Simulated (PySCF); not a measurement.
# Working out the excitation energy of Ne²⁺

Ne²⁺ [He] 2s2 2p4 (3P) → Ne²⁺ [He] 2s1 2p4 3d1 (high-spin determinant). Calculation: PySCF 2.14, in aug-cc-pwCVDZ (5s4p2d, 27 functions); the non-relativistic Hamiltonian (point nucleus). Frozen: nothing. Energies in hartree (1 hartree = 27.21139 eV):

| part | Ne²⁺ (lower) | Ne²⁺ (upper) |
| --- | --- | --- |
| UHF | -126.322715 | -123.271016 |
| CCSD correlation | -0.151684 | -0.130888 |
| (T) | -0.001000 | -0.005869 |

Task: What does Hartree-Fock give?

Result: (-123.271016) − (-126.322715) = 3.051699 hartree = 83.041 eV.

Task: What do CCSD and CCSD(T) give?

Result: The CCSD correlation energies differ by 0.020796 hartree = 0.566 eV and the triples by -0.004869 hartree = -0.132 eV, so CCSD gives 83.607 eV and CCSD(T) 83.475 eV.

One determinant mixes LS terms, so it does not stand for a single term.

The upper state lies above the first ionisation limit, where it may autoionise and the basis confines it. A Rydberg-like electron needs more diffuse functions than a valence basis has.

A double-zeta basis recovers only part of the correlation energy.

The coupled-cluster amplitudes are large, so a single reference is strained.
